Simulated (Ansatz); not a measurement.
A structure relaxed at PBE0-D4/def2-TZVP, charge 0, multiplicity 1:

Cartesian coordinates in Å:
```
C -0.302 0.339 -2.270
C -0.026 -0.428 -0.979
Si -0.021 0.648 0.546
F -1.454 1.377 0.669
Si 0.364 -0.576 2.510
H -0.294 -0.325 -3.138
H 0.449 1.114 -2.441
H -1.277 0.830 -2.239
H -0.763 -1.226 -0.838
H 0.951 -0.925 -1.025
H 0.992 1.731 0.397
H 1.701 -1.226 2.421
H -0.664 -1.639 2.678
H 0.345 0.305 3.709
```

(1) Give its formula and SMILES.

(2) Point group (tolerance 0.08 Å, 0.16 Å for H)?

(3) Summarise the bond lengths by kind.

## Answers

(1) C2H9FSi2, `CC[SiH](F)[SiH3]`.

(2) C1.

(3) 1 × C–C 1.527 Å; 5 × C–H 1.092 to 1.097 Å; 1 × C–Si 1.866 Å; 1 × F–Si 1.612 Å; 1 × Si–Si 2.346 Å; 4 × H–Si 1.487 to 1.491 Å.

Program: Ansatz 0.2.0.
